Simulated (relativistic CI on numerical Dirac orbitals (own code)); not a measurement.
Slater and spin-orbit integrals, Br⁵⁺

These numbers are calculated, not measured: Dirac-Coulomb-Breit CI, orbitals from a KLI potential per configuration, model QED (radiative potential, 1s self-energy scaled to tabulated hydrogen-like ionisation energies), valence Slater integrals scaled by 0.85, P86 correlation energy added to each configuration (own radial code, finite nucleus).

Slater integrals F^k, G^k are unscaled and averaged over j, outside the closed core [Ar] 3d10; ζ comes from projecting the Hamiltonian with its Breit term on Σ l·s of the shell.

- 4s.4p: G^1(4s,4p) = 86132, ζ(4p) = 4452.7 cm⁻¹; <r>(4s) = 1.472, <r^2>(4s) = 2.439, <r>(4p) = 1.636, <r^2>(4p) = 3.025 (bohr units).
- 4p2: F^2(4p,4p) = 64397, ζ(4p) = 4434.4 cm⁻¹; <r>(4p) = 1.637, <r^2>(4p) = 3.029 (bohr units).
- 4s.4d: G^2(4s,4d) = 45449, ζ(4d) = 306.6 cm⁻¹; <r>(4s) = 1.465, <r^2>(4s) = 2.418, <r>(4d) = 2.072, <r^2>(4d) = 4.882 (bohr units).

In this model ζ of a weakly bound d, f or g electron outside closed shells comes out too small, for d by up to a factor of two or three and at times with the wrong sign; that of an outer p electron is too small as well.

Averages of the first 10 configurations, taken without configuration mixing, which lowers the lowest level and can move excited configurations by several eV; other configurations of the list can lie among them:

```
Configuration  Parity  States  Average energy above the lowest level (eV)
          4s2    even       1                                         0.8
        4s.4p     odd      12                                        14.6
          4p2    even      15                                        31.5
        4s.4d    even      20                                        38.0
        4s.4f     odd      28                                        55.7
          4d2    even      45                                        77.0
        4p.4d     odd      60                                        53.7
        4s.5s    even       4                                        44.6
        4s.5p     odd      12                                        50.4
          4f2    even      91                                       112.7
```
